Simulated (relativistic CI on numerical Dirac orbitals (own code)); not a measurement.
Method of calculation: Dirac-Coulomb-Breit CI, separate exchange-only KLI orbitals for each configuration, a model potential for QED, unscaled Slater integrals (own radial code, finite nucleus).

The strongest absorption lines from the ground level of an ion, among the configurations computed and to levels below about 718 eV (vacuum wavelength in Å, gf): 27.514 (0.046), 29.665 (0.015), 30.576 (0.017), 31.512 (0.084), 31.977 (0.82), 32.097 (1.3), 33.525 (0.7), 35.559 (0.14).

Problem. Which ion is it?
A. Yb⁴⁷⁺
B. Sm³⁹⁺
C. Yb⁴⁵⁺
D. Dy⁴³⁺

Solution. A. Yb⁴⁷⁺ has 23 electrons and the ground level 3s²3p⁶3d⁵ ⁴P5/2; the strongest line goes to 3s²3p⁵3d⁶ ⁴P°5/2. The pattern of lines fixes the number of electrons, and along that sequence the line energies rise steadily with the charge (about as its square where n changes within one kind of shell, about linearly where n is kept but much faster in heavy ions where fine structure, which grows about as Z⁴, sets the gap, and irregularly where shells cross), which fixes Z. Configurations outside the model, such as inner-shell arrays, can give stronger lines. At this charge energies of transitions that change n are usually good to better than 1 %, and those within a shell (Δn = 0) to a few per cent.

LS names give the leading component of a level, which can be under half, so a name can repeat, a term be missing and a line seem to break the LS rules.
